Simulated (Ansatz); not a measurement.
The cluster Cu3H3 (the lowest singlet isomer of a short search) was relaxed with PBE-D4 (def2-SVP) in Ansatz in these states: neutral quintet, neutral singlet, neutral triplet. The geometries follow in no particular order.

A:

Cartesian coordinates in Å:
```
Cu 0.647 1.043 -0.540
Cu 0.693 -1.017 0.531
Cu -1.341 -0.025 0.009
H 1.890 0.036 -0.013
H -0.913 -1.470 0.762
H -0.978 1.435 -0.749
```

B:

Cartesian coordinates in Å:
```
Cu 1.2133 0.0173 0.4209
Cu -0.0674 0.0936 -1.6009
Cu -1.1731 -0.0762 0.5168
H 2.3569 0.1302 -0.5726
H -2.3989 -0.0563 -0.3803
H 0.0692 -0.1086 1.6161
```

C:

| atom | x (Å) | y (Å) | z (Å) |
| --- | --- | --- | --- |
| Cu1 | 1.2789 | -0.9636 | 0.2842 |
| Cu2 | -0.1504 | 0.8761 | 1.3904 |
| Cu3 | -0.6268 | 0.0250 | -0.8471 |
| H4 | -0.5586 | -0.8115 | 0.6814 |
| H5 | -0.7221 | 1.4946 | -0.1435 |
| H6 | 0.7791 | -0.6206 | -1.3655 |

Task: Judge from the bond lengths which geometry belongs to which state (an estimate).

Result: A is the neutral singlet (Cu2–H5 1.684 Å, Cu2–H4 1.685 Å, Cu1–H4 1.684 Å); B is the neutral triplet (Cu2–H5 2.636 Å, Cu2–H4 2.634 Å, Cu1–H4 1.519 Å); C is the neutral quintet (Cu2–H5 1.750 Å, Cu2–H4 1.875 Å, Cu1–H4 1.886 Å).

At PBE0-D4/def2-TZVP a singlet lies 2.92 eV below the neutral triplet. At PBE0-D4/def2-TZVP a singlet lies 5.72 eV below the neutral quintet. These are the stationary points nearest to one start from a short search; other shapes may lie lower in each state.
